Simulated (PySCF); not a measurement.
Q: What does the PBE0-D3(BJ)/def2-SVP structure of InChI=1S/C6H7OP/c1-7-6-4-2-3-5-8-6/h2-5H,1H3 look like in three dimensions?

A: 
Z-matrix in Å and degrees, rows numbered from 1:
```
C 
O   1  1.4026
C   2  1.3458  1  118.38
C   3  1.4010  2  114.34  1  -179.48
C   4  1.3866  3  123.96  2  -179.80
C   5  1.3994  4  123.13  3    -0.06
C   6  1.3850  5  122.25  4     0.00
P   7  1.7397  6  126.92  5     0.04
H   1  1.0970  2  106.79  3   179.05
H   1  1.1048  2  111.39  3    59.49
H   1  1.1049  2  111.42  3   -61.44
H   4  1.0942  3  116.20  2     0.10
H   5  1.0930  4  118.11  3   179.99
H   6  1.0939  5  118.64  4  -179.99
H   7  1.0956  6  118.19  5  -179.94
```

P8 (phosphorus bonded to 2 C) is bent (angle 99.5°). Of the pairs four or more bonds apart, P8···H10 is among the closest relative to their van der Waals radii: 2.83 Å, 94 % of the sum of Bondi's values. The 6-membered ring C3–C4–C5–C6–C7–P8 has internal angles of 99.5° to 126.9°; it is planar, 0.00 Å rms from its mean plane, widest ring torsion 0°. O2 (aryl ether oxygen) is bent (angle 118.4°).

Computed, not measured: PBE0-D3(BJ)/def2-SVP geometry optimisation, gas phase in PySCF 2.14.0.

Point group: Cs (tolerance 0.08 Å). PBE0-D3(BJ)/def2-SVP frequencies: not computed here. The numbers are those of one conformer (C1–O2–C3–C4 -179°).

Time: 95 s; peak memory 0.60 GiB. Hardware: Arm Neoverse V2, one thread, shared host. These figures are those of the optimisation.
